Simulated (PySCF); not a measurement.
# Working out the ionisation energy of Ga²⁺

Ga²⁺ [Ar] 3d10 4s1 (2S) → Ga³⁺ [Ar] 3d10 (1S). Computed with PySCF 2.14 in def2-QZVPPD (12s7p5d4f1g, 95 functions), with no relativity, point nucleus. Frozen: [Ne]. Energies in hartree (1 hartree = 27.21139 eV):

```tsv
part	Ga²⁺ (lower)	Ga³⁺ (upper)
UHF	-1922.380909	-1921.308213
MP2 opposite-spin	-0.399644	-0.379306
MP2 same-spin	-0.210424	-0.194241
```

Problem. What does Hartree-Fock give?

Solution. (-1921.308213) − (-1922.380909) = 1.072696 hartree = 29.190 eV.

Problem. What do MP2 and SCS-MP2 (6/5 opposite-spin, 1/3 same-spin) give?

Solution. The opposite-spin parts differ by 0.553 eV and the same-spin parts by 0.440 eV. MP2: 29.190 + (0.553) + (0.440) = 30.183 eV. SCS-MP2: 29.190 + 1.2 × (0.553) + (0.440)/3 = 30.000 eV.

Measured between the centres of the two terms (NIST): 30.726 eV, so MP2 (valence and next inner shell) is off by -0.543 eV.

The calculation is non-relativistic.

What remains against the reference includes basis incompleteness, the frozen core and correlation beyond second order.
